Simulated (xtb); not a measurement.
FGa, singlet, geometry from GFN2-xTB (such geometries of metal compounds can be far from the true shape); GFN2-xTB (xtb).

Input for xtb:
```
$ xtb mol.xyz --gfn 2 --opt --json

# file mol.xyz
2

Ga    -0.00000000    -0.00000000    -0.40479707
F      0.00000000     0.00000000     1.39430103
```

What does xtb print? Leave out banner, timings and long lists.


```
   ID    Z sym.   atoms
    1   31 Ga     1
    2    9 F      2

           -------------------------------------------------
          |                Calculation Setup                |
           -------------------------------------------------

           -------------------------------------------------
          |                 G F N 2 - x T B                 |
           -------------------------------------------------

          ...................................................
          :                      SETUP                      :
          :.................................................:
          :  # basis functions                  14          :
          :  # atomic orbitals                  13          :
          :  # shells                            5          :
          :  # electrons                        10          :
          :  max. iterations                   250          :
          :  Hamiltonian                  GFN2-xTB          :
          :  restarted?                      false          :
          :  GBSA solvation                  false          :
          :  PC potential                    false          :
          :  electronic temp.          300.0000000     K    :
          :  accuracy                    1.0000000          :
          :  -> integral cutoff          0.2500000E+02      :
          :  -> integral neglect         0.1000000E-07      :
          :  -> SCF convergence          0.1000000E-05 Eh   :
          :  -> wf. convergence          0.1000000E-03 e    :
          :  Broyden damping             0.4000000          :
          :  net charge                          0          :
          :  unpaired electrons                  0          :
          ...................................................

 iter      E             dE          RMSdq      gap      omega  full diag
   1     -6.0389307 -0.603893E+01  0.208E+01    7.06       0.0  T
   2     -6.0396298 -0.699081E-03  0.136E+01    6.84       1.0  T
   3     -6.0399006 -0.270871E-03  0.116E+00    6.19       1.0  T
   4     -6.0401012 -0.200530E-03  0.123E+00    6.42       1.0  T
   5     -6.0400998  0.130881E-05  0.726E-01    6.37       1.0  T
   6     -6.0401162 -0.163839E-04  0.679E-02    6.42       1.0  T
   7     -6.0401164 -0.175286E-06  0.163E-02    6.43       4.3  T
   8     -6.0401164 -0.717938E-08  0.377E-03    6.43      18.8  T
   9     -6.0401164 -0.558573E-09  0.327E-05    6.43    2164.1  T
  10     -6.0401164 -0.550671E-13  0.154E-05    6.43    4580.5  T

   *** convergence criteria satisfied after 10 iterations ***

         :::::::::::::::::::::::::::::::::::::::::::::::::::::
         ::                     SUMMARY                     ::
         :::::::::::::::::::::::::::::::::::::::::::::::::::::
         :: total energy              -6.038031203346 Eh    ::
         :: gradient norm              0.000000376990 Eh/a0 ::
         :: HOMO-LUMO gap              6.428441565386 eV    ::
         ::.................................................::
         :: SCC energy                -6.040116416165 Eh    ::
         :: -> isotropic ES            0.027727477418 Eh    ::
         :: -> anisotropic ES          0.003127437667 Eh    ::
         :: -> anisotropic XC         -0.000448070107 Eh    ::
         :: -> dispersion             -0.000376903207 Eh    ::
         :: repulsion energy           0.002085212819 Eh    ::
         :: add. restraining           0.000000000000 Eh    ::
         :: total charge              -0.000000000000 e     ::
         :::::::::::::::::::::::::::::::::::::::::::::::::::::

      -----------------------------------------------------------
     |                   =====================                   |
     |                        A N C O P T                        |
     |                   =====================                   |
     |               Approximate Normal Coordinate               |
[...]
 * total energy  :    -6.0380312 Eh     change       -0.8881784E-14 Eh
   *** GEOMETRY OPTIMIZATION CONVERGED AFTER 1 ITERATIONS ***
         :: total energy              -6.038031203346 Eh    ::
[...]
         :: gradient norm              0.000000338637 Eh/a0 ::
         :: HOMO-LUMO gap              6.428442259401 eV    ::
         ::.................................................::
         :: SCC energy                -6.040116416165 Eh    ::
         :: -> isotropic ES            0.027727504827 Eh    ::
         :: -> anisotropic ES          0.003127437617 Eh    ::
         :: -> anisotropic XC         -0.000448070260 Eh    ::
         :: -> dispersion             -0.000376903238 Eh    ::
         :: repulsion energy           0.002085212819 Eh    ::
         :: add. restraining           0.000000000000 Eh    ::
         :: total charge              -0.000000000000 e     ::
         :::::::::::::::::::::::::::::::::::::::::::::::::::::

           -------------------------------------------------
          |                Property Printout                |
           -------------------------------------------------

    * Orbital Energies and Occupations

         #    Occupation            Energy/Eh            Energy/eV
      -------------------------------------------------------------
         1        2.0000           -0.7480183             -20.3546
         2        2.0000           -0.4889968             -13.3063
         3        2.0000           -0.4510126             -12.2727
         4        2.0000           -0.4510126             -12.2727
         5        2.0000           -0.4119146             -11.2088 (HOMO)
         6                         -0.1756737              -4.7803 (LUMO)
         7                         -0.1756737              -4.7803
         8                         -0.0929208              -2.5285
         9                         -0.0260266              -0.7082
        10                         -0.0260266              -0.7082
        11                          0.0404367               1.1003
        12                          0.0404367               1.1003
        13                          0.6559027              17.8480
      -------------------------------------------------------------
                  HL-Gap            0.2362409 Eh            6.4284 eV
             Fermi-level           -0.2937941 Eh           -7.9945 eV

     #   Z          covCN         q      C6AA      α(0)
     1  31 Ga       0.691     0.374   326.421    46.198
     2   9 F        0.691    -0.374    13.212     4.292

 Mol. C6AA /au·bohr⁶  :        442.510564
 Mol. C8AA /au·bohr⁸  :      41433.817017
 Mol. α(0) /au        :         50.489721

Wiberg/Mayer (AO) data.
largest (>0.10) Wiberg bond orders for each atom

 ---------------------------------------------------------------------------
     #   Z sym  total        # sym  WBO       # sym  WBO       # sym  WBO
 ---------------------------------------------------------------------------
     1  31 Ga   1.124 --     2 F    1.124
     2   9 F    1.124 --     1 Ga   1.124
 ---------------------------------------------------------------------------

Topologies differ in total number of bonds
Writing topology from bond orders to xtbtopo.mol

molecular dipole:
                 x           y           z       tot (Debye)
 q only:        0.000       0.000      -1.271
   full:        0.000      -0.000      -1.418       3.603
molecular quadrupole (traceless):
                xx          xy          yy          xz          yz          zz
 q only:        1.189       0.000       1.189       0.000       0.000      -2.377
  q+dip:        1.204       0.000       1.204       0.000      -0.000      -2.407
   full:        2.479       0.000       2.479       0.000      -0.000      -4.958

optimized geometry written to: xtbopt.xyz

           -------------------------------------------------
          | TOTAL ENERGY               -6.038031203346 Eh   |
          | GRADIENT NORM               0.000000338637 Eh/α |
          | HOMO-LUMO GAP               6.428442259401 eV   |
           -------------------------------------------------

normal termination of xtb
```
